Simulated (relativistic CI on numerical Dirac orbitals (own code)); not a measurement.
# Level scheme of Hf LVI

These numbers are calculated, not measured: Dirac-Coulomb-Breit CI, KLI orbitals optimised for each configuration, a model potential for QED, unscaled Slater integrals (own radial code, finite nucleus).

Configuration list (outside the closed core [Ne]): 3s²3p⁵, 3s3p⁶, 3s²3p⁴3d, 3s3p⁵3d, 3p⁶3d, 3s3p⁴3d², 3s²3p³3d4p, 3p⁶4s, 3s3p⁴3d4s, 3s²3p⁴4s, 3p⁶4p, 3s²3p⁴4p, 3s²3p³3d², 3s²3p²3d³, 3s3p³3d³, 3s²3p²3d²4s, 3s²3p²3d²4p. Double excitations out of closed p, d and f shells are left out; levels of such configurations are missing from the list, as are those of other unlisted configurations, and high levels can miss mixing partners.

The lowest level is 3s²3p⁵ ²P°3/2, with 99 % of that term; Hund's rules for 3s²3p⁵ give ²P° with J = 3/2, in agreement.

| No. | Configuration | Term | J | E (eV) | % | Lifetime (s) | jj configuration (%) |
| --- | --- | --- | --- | --- | --- | --- | --- |
| 1 | 3s²3p⁵ | ²P° | 3/2 | 0.000 | 99 |  | 3p3/2^3 (99) |
| 2 | 3s²3p⁴3d | ⁴D | 3/2 | 227.658 | 36 | 4.12e-10 | 3p3/2^2 3d3/2 (99) |
| 3 | 3s²3p⁴3d | ⁴D | 5/2 | 233.540 | 39 | 2.94e-10 | 3p3/2^2 3d3/2 (96) |
| 4 | 3s²3p⁴3d | ⁴P | 1/2 | 234.364 | 50 | 5.70e-11 | 3p3/2^2 3d3/2 (98) |
| 5 | 3s²3p⁴3d | ²F | 7/2 | 237.414 | 35 | 3.80e-03 | 3p3/2^2 3d3/2 (99) |
| 6 | 3s²3p⁴3d | ²D | 3/2 | 255.929 | 62 | 7.31e-10 | 3p3/2^2 3d3/2 (97) |
| 7 | 3s²3p⁴3d | ²F | 7/2 | 298.855 | 47 | 5.94e-07 | 3p3/2^2 3d5/2 (99) |
| 8 | 3s²3p⁴3d | ⁴F | 9/2 | 301.153 | 68 | 6.55e-07 | 3p3/2^2 3d5/2 (99) |
| 9 | 3s²3p⁵ | ²P° | 1/2 | 304.842 | 99 | 3.36e-09 | 3p1/2 3p3/2^4 (99) |
| 10 | 3s²3p⁴3d | ²P | 1/2 | 307.094 | 57 | 1.52e-11 | 3p3/2^2 3d5/2 (96) |
| 11 | 3s²3p⁴3d | ²D | 5/2 | 329.142 | 54 | 2.41e-08 | 3p3/2^2 3d5/2 (99) |
| 12 | 3s²3p⁴3d | ²P | 3/2 | 335.507 | 39 | 2.22e-12 | 3p3/2^2 3d5/2 (96) |
| 13 | 3s²3p⁴3d | ²D | 5/2 | 339.510 | 54 | 1.61e-12 | 3p3/2^2 3d5/2 (94) |
| 14 | 3s²3p³3d² | ⁴F° | 3/2 | 469.986 | 29 | 6.31e-11 | 3p3/2 3d3/2^2 (98) |
| 15 | 3s²3p³3d² | ⁴F° | 5/2 | 475.785 | 25 | 5.40e-11 | 3p3/2 3d3/2^2 (96) |
| 16 | 3s²3p³3d² | ⁴D° | 1/2 | 476.214 | 47 | 2.82e-11 | 3p3/2 3d3/2^2 (98) |
| 17 | 3s²3p³3d² | ²G° | 7/2 | 478.054 | 23 | 1.28e-10 | 3p3/2 3d3/2^2 (97) |
| 18 | 3s3p⁶ | ²S | 1/2 | 490.406 | 73 | 8.76e-13 | 3s (73) |
| 19 | 3s²3p³3d² | ²P° | 3/2 | 500.151 | 19 | 6.06e-11 | 3p3/2 3d3/2^2 (93) |
| 20 | 3s²3p⁴3d | ⁴D | 1/2 | 521.211 | 79 | 1.90e-11 | 3p1/2 3p3/2^3 3d3/2 (95) |
| 21 | 3s²3p⁴3d | ⁴D | 3/2 | 531.692 | 32 | 3.17e-10 | 3p1/2 3p3/2^3 3d3/2 (96) |
| 22 | 3s²3p³3d² | ⁴G° | 9/2 | 539.052 | 32 | 9.06e-11 | 3p3/2 3d3/2 3d5/2 (99) |
| 23 | 3s²3p⁴3d | ⁴F | 5/2 | 539.810 | 49 | 1.05e-11 | 3p1/2 3p3/2^3 3d3/2 (99) |
| 24 | 3s²3p⁴3d | ²G | 7/2 | 541.220 | 59 | 7.16e-09 | 3p1/2 3p3/2^3 3d3/2 (99) |
| 25 | 3s²3p³3d² | ²F° | 7/2 | 543.101 | 23 | 2.57e-11 | 3p3/2 3d3/2 3d5/2 (98) |
| 26 | 3s²3p³3d² | ⁴D° | 3/2 | 551.573 | 33 | 6.44e-12 | 3p3/2 3d3/2 3d5/2 (95) |
| 27 | 3s²3p³3d² | ⁴P° | 1/2 | 551.896 | 46 | 7.82e-12 | 3p3/2 3d3/2 3d5/2 (97) |
| 28 | 3s²3p³3d² | ²F° | 5/2 | 552.961 | 25 | 4.94e-12 | 3p3/2 3d3/2 3d5/2 (97) |
| 29 | 3s²3p³3d² | ⁴D° | 5/2 | 554.191 | 25 | 8.98e-11 | 3p3/2 3d3/2 3d5/2 (98) |
| 30 | 3s²3p³3d² | ⁴G° | 11/2 | 555.569 | 37 | 5.23e-10 | 3p3/2 3d3/2 3d5/2 (93) |
| 31 | 3s²3p³3d² | ²F° | 7/2 | 559.311 | 27 | 8.24e-12 | 3p3/2 3d3/2 3d5/2 (97) |
| 32 | 3s²3p³3d² | ²G° | 7/2 | 571.405 | 20 | 2.04e-12 | 3p3/2 3d3/2 3d5/2 (91) |
| 33 | 3s²3p⁴3d | ²D | 5/2 | 572.141 | 49 | 3.72e-13 | 3p1/2 3p3/2^3 3d3/2 (97) |
| 34 | 3s²3p³3d² | ²D° | 5/2 | 572.539 | 27 | 2.18e-12 | 3p3/2 3d3/2 3d5/2 (92) |
| 35 | 3s²3p⁴3d | ²P | 3/2 | 574.372 | 45 | 3.72e-13 | 3p1/2 3p3/2^3 3d3/2 (95) |
| 36 | 3s²3p³3d² | ²P° | 3/2 | 575.336 | 25 | 2.23e-12 | 3p3/2 3d3/2 3d5/2 (94) |
| 37 | 3s²3p³3d² | ²G° | 9/2 | 580.501 | 38 | 1.63e-12 | 3p3/2 3d3/2 3d5/2 (98) |
| 38 | 3s²3p⁴3d | ²P | 1/2 | 580.649 | 30 | 1.82e-13 | 3p1/2 3p3/2^3 3d3/2 (79) |
| 39 | 3s²3p³3d² | ⁴F° | 3/2 | 583.867 | 26 | 2.33e-12 | 3p3/2 3d3/2 3d5/2 (94) |
| 40 | 3s²3p³3d² | ²F° | 5/2 | 590.943 | 41 | 2.35e-12 | 3p3/2 3d3/2 3d5/2 (96) |
| 41 | 3s²3p³3d² | ²P° | 1/2 | 592.397 | 44 | 2.55e-12 | 3p3/2 3d3/2 3d5/2 (93) |
| 42 | 3s²3p⁴3d | ⁴D | 7/2 | 596.682 | 44 | 3.67e-09 | 3p1/2 3p3/2^3 3d5/2 (99) |
| 43 | 3s²3p⁴3d | ²P | 3/2 | 605.805 | 48 | 6.90e-11 | 3p1/2 3p3/2^3 3d5/2 (98) |
| 44 | 3s²3p⁴3d | ²G | 9/2 | 609.650 | 68 | 6.56e-09 | 3p1/2 3p3/2^3 3d5/2 (99) |
| 45 | 3s²3p⁴3d | ²F | 5/2 | 609.824 | 46 | 3.06e-09 | 3p1/2 3p3/2^3 3d5/2 (99) |
| 46 | 3s²3p⁴3d | ²D | 5/2 | 616.624 | 52 | 2.89e-10 | 3p1/2 3p3/2^3 3d5/2 (99) |
| 47 | 3s²3p³3d² | ⁴G° | 11/2 | 624.041 | 36 | 5.36e-12 | 3p3/2 3d5/2^2 (93) |
| 48 | 3s²3p⁴3d | ²F | 7/2 | 624.931 | 75 | 5.41e-09 | 3p1/2 3p3/2^3 3d5/2 (99) |
| 49 | 3s²3p³3d² | ²D° | 5/2 | 627.763 | 26 | 5.00e-12 | 3p3/2 3d5/2^2 (92) |
| 50 | 3s²3p³3d² | ⁴D° | 7/2 | 632.386 | 28 | 4.96e-12 | 3p3/2 3d5/2^2 (96) |
| 51 | 3s²3p³3d² | ⁴F° | 9/2 | 634.609 | 39 | 2.06e-12 | 3p3/2 3d5/2^2 (96) |
| 52 | 3s²3p³3d² | ²P° | 1/2 | 646.662 | 46 | 1.68e-12 | 3p3/2 3d5/2^2 (92) |
| 53 | 3s²3p⁴3d | ²D | 3/2 | 647.806 | 65 | 1.33e-12 | 3p1/2 3p3/2^3 3d5/2 (93) |
| 54 | 3s²3p⁴3d | ²P | 1/2 | 657.618 | 64 | 8.35e-13 | 3p1/2 3p3/2^3 3d5/2 (92) |
| 55 | 3s²3p³3d² | ²F° | 7/2 | 662.453 | 28 | 1.20e-12 | 3p3/2 3d5/2^2 (92) |
| 56 | 3s²3p³3d² | ²D° | 5/2 | 665.289 | 24 | 1.79e-12 | 3p3/2 3d5/2^2 (96) |
| 57 | 3s²3p³3d² | ²P° | 3/2 | 666.208 | 30 | 2.85e-12 | 3p3/2 3d5/2^2 (97) |
| 58 | 3s²3p³3d² | ²P° | 3/2 | 678.862 | 28 | 9.85e-13 | 3p3/2 3d5/2^2 (91) |
| 59 | 3s3p⁵3d | ⁴P° | 1/2 | 699.217 | 79 | 1.59e-12 | 3s 3p3/2^3 3d3/2 (84) |
| 60 | 3s3p⁵3d | ⁴P° | 3/2 | 714.366 | 53 | 1.07e-12 | 3s 3p3/2^3 3d3/2 (83) |
| 61 | 3s3p⁵3d | ⁴F° | 7/2 | 722.338 | 42 | 1.00e-12 | 3s 3p3/2^3 3d3/2 (86) |
| 62 | 3s3p⁵3d | ⁴D° | 5/2 | 724.190 | 37 | 8.27e-13 | 3s 3p3/2^3 3d3/2 (87) |
| 63 | 3s²3p²3d³ | ⁴F | 3/2 | 727.549 | 34 | 1.85e-11 | 3p1/2^2 3d3/2^3 (97) |
| 64 | 3s3p⁵3d | ²P° | 1/2 | 738.352 | 31 | 1.39e-12 | 3p1/2 3p3/2^2 3d3/2^2 (51) |
| 65 | 3s3p⁵3d | ²D° | 3/2 | 744.341 | 30 | 9.40e-13 | 3s 3p3/2^3 3d3/2 (62) |
| 66 | 3s3p⁵3d | ²F° | 5/2 | 747.231 | 46 | 5.74e-13 | 3s 3p3/2^3 3d3/2 (75) |
| 67 | 3s²3p³3d² | ⁶F° | 3/2 | 771.030 | 23 | 5.34e-13 | 3p1/2 3p3/2^2 3d3/2^2 (76) |
| 68 | 3s²3p³3d² | ⁴G° | 5/2 | 771.219 | 26 | 8.93e-13 | 3p1/2 3p3/2^2 3d3/2^2 (91) |
| 69 | 3s²3p³3d² | ⁴H° | 7/2 | 775.186 | 23 | 1.04e-12 | 3p1/2 3p3/2^2 3d3/2^2 (94) |
| 70 | 3s3p⁵3d | ²P° | 1/2 | 776.838 | 28 | 2.95e-13 | 3p1/2 3p3/2^2 3d3/2^2 (51) |

Energies count from the lowest computed level; ° marks odd parity; lifetimes are radiative, by E1, M1, E2, M2, E3 decay to levels of this space only. Filled j subshells are mostly left out of the jj labels.

The mean weight of the leading LS term, summed over parents, in these 70 levels is 42 %, and that of the leading jj configuration (from the same eigenvectors) 93 %, so jj coupling describes them better and the LS labels are nominal.

At this charge energies of transitions that change n are usually good to better than 1 %, and those within a shell (Δn = 0) to a few per cent.

LS names give the leading component of a level, which can be under half, so a name can repeat, a term be missing and a line seem to break the LS rules.
